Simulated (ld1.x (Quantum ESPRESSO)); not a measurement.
# Ba: one change to a TM potential, before and after

ld1.x (Quantum ESPRESSO) 7.5 input, shortened:

```
&input
   title='Ba', zed=56., rel=1, dft='WC', iswitch=3,
   config='[Xe] 4f-2 5d0.5 6s1.5 6p0'
 /
 &inputp
   pseudotype=2, tm=.true., lloc=0,
   nlcc=.true., new_core_ps=.true.
 /
4
6P  2  1   0.00   0.00  4.20  4.20  0.0
5D  3  2   0.50   0.00  3.00  3.00  0.0
4F  4  3  -2.00  -0.05  4.35  4.35  0.0
6S  1  0   1.50   0.00  4.20  4.20  0.0
 &test
   configts(1)='5d0.5 6s1.5 6p0'
 /
```

All-electron outer shells of the reference configuration (Wu–Cohen, scalar-relativistic, ld1.x):

```json
{"shell": "5s", "level (eV)": "-33.02", "outermost node (bohr)": "0.80", "outermost maximum (bohr)": "1.47"}
{"shell": "5p", "level (eV)": "-18.11", "outermost node (bohr)": "0.86", "outermost maximum (bohr)": "1.67"}
{"shell": "6s", "level (eV)": "-3.00", "outermost node (bohr)": "1.97", "outermost maximum (bohr)": "4.21"}
{"shell": "5d", "level (eV)": "-1.65", "outermost node (bohr)": "1.00", "outermost maximum (bohr)": "2.52"}
{"shell": "6p", "level (eV)": "-1.08", "outermost node (bohr)": "2.38", "outermost maximum (bohr)": "5.47"}
```

Change: wave 6s (bound): rc 4.20 bohr becomes 6s (bound): rc 4.76 bohr.

Cutoffs: the cutoffs (Ry, on a coarse ladder) from which the occupation-weighted sum of valence levels, in a spherical-Bessel basis at the reference potential, stays within 10 and 1 mRy of its value at 400 Ry; they do not see the model core or the augmentation charge, which bear on the density cutoff. Errors are all-electron minus pseudo energies relative to the spin-unpolarised reference configuration.

Predict the effect on cutoff, ghosts and configuration errors.

Both files are so soft that the ladder of cutoffs tells neither apart; of the 7 tests that both files solve, the error grows in 2 and shrinks in 2 by more than 15 % and 0.3 meV (median size 29.2 → 26.2 meV); neither file shows a bound ghost.

```tsv
quantity	base	changed
cutoff, loose	8 Ry	8 Ry
cutoff, tight	10 Ry	10 Ry
bound ghosts	none	none
error for 5d0 6s2 6p0, meV [ΔE -0.65 eV]	-12	-9.8
error for 5d0 6s1 6p0, meV [ΔE 4.72 eV]	-28	-24
error for 5d0 6s1.5 6p0, meV [ΔE 1.50 eV]	-16	-12
error for 5d0 6s0 6p2, meV [ΔE 3.50 eV]	-78	-91
error for 5d0 6s0 6p1, meV [ΔE 7.29 eV]	-80	-93
error for 5d1 6s0 6p0, meV [ΔE 5.32 eV]	-29	-26
error for 5d0 6s1 6p1, meV [ΔE 1.41 eV]	-34	-35
```
